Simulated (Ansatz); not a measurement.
Several settings on one geometry of `C#CCCCCCCCCCC` (that of the charge 0 singlet, r2SCAN-D4/def2-SVP). Ansatz on 4 threads of Intel Xeon Platinum 8488C on a shared host; times are rough.

```
atom   x (Å)   y (Å)   z (Å)
  C1  -5.284   2.254   1.180
  C2  -4.577   1.538   0.499
  C3  -3.734   0.656  -0.297
  C4  -3.537  -0.731   0.338
  C5  -2.754  -1.698  -0.553
  C6  -1.350  -1.239  -0.955
  C7  -0.415  -0.956   0.219
  C8   1.011  -0.620  -0.212
  C9   1.947  -0.340   0.962
 C10   3.405  -0.091   0.572
 C11   3.638   1.167  -0.265
 C12   5.113   1.420  -0.559
 H13  -5.909   2.893   1.775
 H14  -2.755   1.144  -0.454
 H15  -4.177   0.539  -1.304
 H16  -4.528  -1.161   0.560
 H17  -3.036  -0.608   1.314
 H18  -3.342  -1.898  -1.468
 H19  -2.677  -2.667  -0.027
 H20  -1.412  -0.340  -1.597
 H21  -0.897  -2.019  -1.593
 H22  -0.399  -1.834   0.894
 H23  -0.811  -0.120   0.827
 H24   1.418  -1.457  -0.812
 H25   0.983   0.251  -0.892
 H26   1.567   0.529   1.532
 H27   1.905  -1.197   1.660
 H28   3.792  -0.970   0.021
 H29   4.016  -0.021   1.491
 H30   3.084   1.092  -1.218
 H31   3.208   2.038   0.266
 H32   5.690   1.541   0.373
 H33   5.558   0.576  -1.113
 H34   5.259   2.329  -1.164
```

Totals from different functionals, basis sets or treatments of relativity can't be compared as stabilities.

The 6-31G sets use Cartesian d functions.

Scalar relativity in a set contracted without it gives distorted totals.

The spins typed aren't always the lowest for that charge.

(1) Give the basis size and estimate the energy, ⟨S²⟩ and time of these runs.

```json
{"run": "1", "method": "ROKS BHLYP/6-31++G**", "charge": "1", "state": "doublet", "further keys": "scf: {omitted_lower_state_checks: [starts]}; forces asked"}
{"run": "2", "method": "RKS B3LYP5/aug-cc-pVDZ", "charge": "0", "state": "singlet", "further keys": "pseudopotentials: {relativity: scalar}"}
{"run": "3", "method": "RKS rPW86-PBE/cc-pVDZ", "charge": "0", "state": "singlet", "further keys": "scf: {omitted_lower_state_checks: [starts]}; forces asked"}
```

## Answers

(1) 
| run | functions | energy (Eh) | ⟨S²⟩ | wall time |
| --- | --- | --- | --- | --- |
| 1 | 360 | -469.8408 | – | 1.7 min |
| 2 | 474 | -470.3454 | – | 20 s |
| 3 | 278 | -471.5598 | – | 9.5 s |
